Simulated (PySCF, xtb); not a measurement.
CH₁₃NSi₄, SMILES [SiH3]NC[SiH2][SiH2][SiH3]. Other conformers were not sampled.

Harmonic wavenumbers (cm⁻¹) from GFN2-xTB run with xtb at its own minimum, in rising order: 9, 27, 41, 64, 74, 110, 139, 246, 291, 326, 372, 401, 435, 450, 495, 503, 549, 559, 568, 602, 610, 685, 712, 745, 772, 785, 810, 816, 821, 827, 830, 844, 858, 1152, 1153, 1271, 1380, 1479, 2141, 2157, 2158, 2163, 2205, 2225, 2228, 2239, 2250, 2276, 2869, 2963, 3443.

### Question
What does PBE0-D3(BJ)/def2-SVP (PySCF) give at its own minimum? (Estimate from the structure and the level; the computed values follow.)

### Answer
23, 41, 47, 67, 89, 99, 140, 223, 262, 326, 367, 398, 407, 460, 490, 501, 606, 653, 688, 697, 702, 721, 785, 796, 868, 879, 903, 909, 926, 934, 938, 958, 997, 1163, 1193, 1264, 1408, 1442, 2183, 2201, 2201, 2213, 2215, 2218, 2220, 2226, 2231, 2245, 3024, 3093, 3643. Paired by order, the mean absolute difference is 51 cm⁻¹ and the zero-point energies are 77.4 and 80.5 kcal/mol.
